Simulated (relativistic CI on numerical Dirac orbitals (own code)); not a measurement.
Sensitivity of the levels of Sn31+ to α and to the nuclear radius

Calculated at this level of theory: Dirac-Coulomb-Breit CI, KLI orbitals optimised for each configuration, derivatives by finite differences, unscaled Slater integrals, QED left out (own radial code, finite nucleus).

CI space (outside the closed core [Ne]): 3s²3p⁶3d, 3s²3p⁵3d², 3s3p⁶3d², 3s²3p⁶4s, 3s²3p⁶4p, 3p⁶3d³, 3p⁵3d⁴. Double excitations out of closed p, d and f shells are left out; levels of such configurations are missing from the list, as are those of other unlisted configurations, and high levels can miss mixing partners.

With x = (α/α₀)² − 1 an excitation energy changes as ω = ω₀ + qx; K = 2q/ω₀ is the relative enhancement. Terms are leading LS components, so labels can repeat. The field-shift factor is F = δν/δ⟨r²⟩ for the transition from the lowest level.

Lowest level 3s²3p⁶3d ²D3/2.

| Level | ω₀ (cm⁻¹) | q (cm⁻¹) | F (GHz/fm²) |
| --- | --- | --- | --- |
| 3s²3p⁶3d ²D5/2 | 91948 | 91920 | 0.705 |
| 3s²3p⁵3d² ⁴D°1/2 | 1178712 | 52240 | 2.93 |
| 3s²3p⁵3d² ⁴D°3/2 | 1189581 | 47280 | 3 |
| 3s²3p⁵3d² ⁴F°5/2 | 1222817 | 53590 | 3.13 |
| 3s²3p⁵3d² ⁴G°7/2 | 1248224 | 43130 | 3.08 |
| 3s²3p⁵3d² ⁴D°5/2 | 1271723 | 108000 | 3.5 |
| 3s²3p⁵3d² ⁴D°7/2 | 1293716 | 133400 | 3.59 |
| 3s²3p⁵3d² ⁴G°9/2 | 1294868 | 120000 | 3.7 |
| 3s²3p⁵3d² ⁴P°3/2 | 1319287 | 86720 | 2.93 |
| 3s²3p⁵3d² ⁴D°3/2 | 1321492 | 108900 | 3.49 |
| 3s²3p⁵3d² ⁴G°11/2 | 1327700 | 147800 | 3.99 |
| 3s²3p⁵3d² ⁴P°5/2 | 1328757 | 127900 | 3.67 |
| 3s²3p⁵3d² ²G°7/2 | 1351936 | 122800 | 3.7 |
| 3s²3p⁵3d² ⁴P°1/2 | 1376321 | 135300 | 3.42 |
| 3s²3p⁵3d² ²F°7/2 | 1399514 | 126700 | 3.86 |
| 3s²3p⁵3d² ⁴F°9/2 | 1400253 | 166200 | 4.1 |
| 3s²3p⁵3d² ²D°5/2 | 1403004 | 156800 | 4.01 |
| 3s²3p⁵3d² ²D°3/2 | 1420308 | 143300 | 3.39 |
| 3s²3p⁵3d² ²H°11/2 | 1421187 | 173200 | 4.31 |
| 3s²3p⁵3d² ²D°5/2 | 1433410 | 189400 | 3.92 |
| 3s²3p⁵3d² ²F°7/2 | 1463562 | 207700 | 4.2 |
| 3s²3p⁵3d² ²P°1/2 | 1479112 | 221100 | 3.97 |
| 3s²3p⁵3d² ²G°9/2 | 1482716 | 166400 | 4.18 |

At this charge energies of transitions that change n are usually good to better than 1 %, and those within a shell (Δn = 0) to a few per cent.

(1) Which transition from the lowest level has the largest |K|?

Answers

(1) 3s²3p⁶3d ²D5/2 at 91948 cm⁻¹, K = 2.
